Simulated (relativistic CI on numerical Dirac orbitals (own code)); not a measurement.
**Cu²⁺: resonant inelastic scattering at the L2,3 edge**

Computed with this model: Dirac-Coulomb-Breit CI, KLI orbitals optimised for each configuration, QED by a radiative potential, Kramers-Heisenberg scattering through one core-hole configuration in a parametric crystal field, unscaled Slater integrals; configurations [Ar] 3d9 → [He] 2s2 2p5 3s2 3p6 3d10; 300 K; core-hole width 0.6 eV; summed over polarisations. Incident energies are the highest absorption maxima for each field (at most a few, so the weaker spin-orbit partner edge can be absent), on the computed scale of the free ion. Intensities are in per cent of the strongest line above 0.02 eV; levels within 1 cm⁻¹ are merged; final levels count from the ground level, the first row holds all elastic scattering, lines under 0.4 are left out and each table stops after 24 rows. The scale of the Slater integrals is a model choice and moves the terms in proportion.

Field parameters in Wybourne normalisation: D3d B²₀ = −7Dσ, B⁴₀ = −14Dq − 21Dτ, B⁴₃ = −14√(10/7) Dq. The field is a parameter set, without covalency.

S is read from ⟨S²⟩ = S(S + 1).

D3d, 10Dq = 14700, Dσ = -1200, Dτ = -240 cm⁻¹:

```
Final level (eV)  Degeneracy  Irrep     S  932.2 eV  952.3 eV
           0.000           2  Γ5+Γ6  0.50     127.1      32.4
           0.016           2     Γ4  0.50      60.8      16.3
           1.305           2     Γ4  0.50      88.0      29.3
           1.909           2     Γ4  0.50     100.0      18.0
           2.026           2  Γ5+Γ6  0.50      55.4      51.2
```

D3d, 10Dq = 14700, Dσ = -860, Dτ = -240 cm⁻¹:

```
Final level (eV)  Degeneracy  Irrep     S  932.2 eV  952.3 eV
           0.000           2  Γ5+Γ6  0.50     137.8      36.9
           0.009           2     Γ4  0.50      57.7      15.7
           1.375           2     Γ4  0.50      95.2      29.0
           1.857           2     Γ4  0.50     100.0      22.8
           1.963           2  Γ5+Γ6  0.50      59.0      54.1
```

For the first field the strongest loss at the lowest incident energy is the level at 1.91 eV (S = 0.50, against 0.50 in the thermal ground state).
